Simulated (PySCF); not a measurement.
C4H6OSe.

```xyz
12

C      1.2674    -1.3954    -0.1312
C      1.4114    -0.0890     0.1402
Se    -0.0182     1.1682     0.2621
C     -1.4021    -0.2296     0.1682
C     -1.0088    -1.3090    -0.8329
O      0.1268    -2.0635    -0.4390
H      2.1240    -2.0751    -0.1036
H      2.4030     0.3041     0.3678
H     -2.3342     0.2623    -0.1436
H     -1.5440    -0.6633     1.1683
H     -0.8288    -0.8560    -1.8239
H     -1.8216    -2.0450    -0.9312
```

The structure is a stationary point at B3LYP-D3(BJ)/def2-SVP. Other conformers were not sampled.

The numbers are results of PBE/pcSseg-1 in PySCF, not measurements. Non-relativistic, no solvent.

**Question.** Give the absolute GIAO shielding of each atom: isotropic value and principal components (ppm). (Estimate from the structure and the level; the computed values follow.)

**Answer.** 
| atom | σ(iso) | σ11 | σ22 | σ33 | span |
|---|---|---|---|---|---|
| C1 | 33.6 | -66.6 | 61.9 | 105.6 | 172.2 |
| C2 | 83.1 | -4.2 | 97.1 | 156.3 | 160.5 |
| Se3 | 1491.5 | 1015.8 | 1660.2 | 1798.4 | 782.6 |
| C4 | 151.4 | 140.5 | 151.2 | 162.5 | 21.9 |
| C5 | 111.5 | 87.4 | 107.2 | 139.8 | 52.4 |
| O6 | 204.4 | 101.5 | 186.2 | 325.6 | 224.1 |
| H7 | 24.4 | 21.3 | 24.1 | 27.9 | 6.7 |
| H8 | 26.5 | 22.6 | 26.1 | 30.8 | 8.2 |
| H9 | 29.0 | 23.8 | 26.9 | 36.2 | 12.3 |
| H10 | 28.0 | 22.0 | 26.6 | 35.5 | 13.5 |
| H11 | 27.1 | 22.9 | 26.4 | 32.2 | 9.3 |
| H12 | 26.8 | 22.1 | 26.6 | 31.6 | 9.5 |
